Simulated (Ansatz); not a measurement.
Ag2Ge. Charge 0, multiplicity 1. Geometry PBE0-D4/def2-TZVP.

| atom | x (Å) | y (Å) | z (Å) |
| --- | --- | --- | --- |
| Ag1 | -1.2039 | 0.7340 | 0.8468 |
| Ag2 | 0.2912 | -0.1989 | -1.6065 |
| Ge3 | 0.9127 | -0.5351 | 0.7597 |

In the def2 sets Ag takes a core potential, while STO-3G treats all electrons; there is no spin–orbit coupling. The restricted singlet is unstable towards broken spin symmetry in Hartree–Fock (as tested in another run); at HF/STO-3G this wasn't settled. The structure comes from a short search, and lower isomers may exist.

Question: Estimate the orbital energies around the gap (eV) in Ansatz with HF/STO-3G, PBE-D4/def2-TZVPD, BLYP-D4/def2-TZVP, r2SCANh-D4/def2-TZVP, PBE0-D4/def2-TZVP.

Answer: 
```tsv
orbital	HF/STO-3G	PBE-D4/def2-TZVPD	BLYP-D4/def2-TZVP	r2SCANh-D4/def2-TZVP	PBE0-D4/def2-TZVP
HOMO−5	-6.71	-7.60	-7.44	-8.49	-9.24
HOMO−4	-6.65	-7.52	-7.36	-8.40	-9.20
HOMO−3	-5.71	-7.34	-7.18	-8.26	-9.07
HOMO−2	-4.94	-7.33	-7.17	-8.25	-9.05
HOMO−1	-4.33	-5.42	-5.32	-5.69	-5.96
HOMO	-3.93	-4.74	-4.64	-5.04	-5.30
LUMO	3.58	-3.91	-3.85	-3.39	-2.97
LUMO+1	4.94	-2.53	-2.47	-2.05	-1.79
LUMO+2	5.05	-2.24	-2.20	-1.75	-1.47
LUMO+3	5.51	-0.83	-0.74	-0.38	-0.21
LUMO+4	7.45	-0.41	-0.37	0.16	0.31
LUMO+5	7.98	0.05	0.09	0.61	0.69
```
